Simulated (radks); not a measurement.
Ionisation of neutral lithium, [He] 2s1, to [He] as the strength of local exchange is varied. All-electron calculation, scalar-relativistic Kohn-Sham, Slater X-alpha exchange (alpha = 2/3 is LDA exchange), no correlation, spin-polarised, spherical densities, finite nucleus; open shells are filled with parallel spins first; Fermi nuclear charge, rms radius 2.444 fm. Program: a radial shooting solver on a logarithmic mesh with Libxc functionals.

alpha  E(Li) (hartree)  exchange (hartree)  IE (eV)  -e of the level emptied (eV)  <r> of it (bohr)
0.599         -7.04239            -1.33474    4.715                    2.413 (2s)             4.070
0.604         -7.05353            -1.34723    4.738                    2.436 (2s)             4.060
0.667         -7.19494            -1.50644    5.029                    2.735 (2s)             3.934
0.722         -7.31983            -1.64831    5.291                    3.008 (2s)             3.830
0.909         -7.75451            -2.15065    6.234                    4.017 (2s)             3.522
0.933         -7.81142            -2.21735    6.360                    4.156 (2s)             3.486

NIST Atomic Spectra Database: 5.392 eV (measured). The Delta-SCF value meets it near alpha = 0.74.
